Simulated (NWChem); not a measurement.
Species: SiBrF3; SMILES F[Si](F)(F)Br

```xyz
5

F     -0.1395     1.4798     1.3590
Si     0.0000     0.0000     0.8046
F      1.3513    -0.6191     1.3590
F     -1.2118    -0.8607     1.3590
Br     0.0000     0.0000    -1.3821
```
Atoms are numbered in this order, from 1.

Level: B3LYP/6-31G* (spherical d) (NWChem), optimised geometry, unscaled harmonic frequencies. This build's default masses of Se (78.918 u) and Br (79.917 u) are each other's, which moves their modes by up to 0.6 %.

Task: List the harmonic frequencies with IR intensities, and the thermochemistry.

Result: 
```json
[
 {"frequency (cm⁻¹)": "191", "IR intensity (km/mol)": "0.9"},
 {"frequency (cm⁻¹)": "191", "IR intensity (km/mol)": "0.9"},
 {"frequency (cm⁻¹)": "277", "IR intensity (km/mol)": "10.0"},
 {"frequency (cm⁻¹)": "327", "IR intensity (km/mol)": "21.5"},
 {"frequency (cm⁻¹)": "327", "IR intensity (km/mol)": "21.5"},
 {"frequency (cm⁻¹)": "501", "IR intensity (km/mol)": "147.8"},
 {"frequency (cm⁻¹)": "864", "IR intensity (km/mol)": "206.5"},
 {"frequency (cm⁻¹)": "1023", "IR intensity (km/mol)": "157.4"},
 {"frequency (cm⁻¹)": "1023", "IR intensity (km/mol)": "157.4"}
]
```

- zero-point energy = 6.8 kcal/mol
- thermal correction to the enthalpy at 298.15 K (with zero-point energy) = 10.8 kcal/mol
- heat capacity Cv = 17.1 cal/(mol K)
- entropy at 298.15 K and 1 atm (symmetry number 3) = 76.5 cal/(mol K)
- dipole moment = 0.50 D

Rigid rotor and harmonic oscillator.
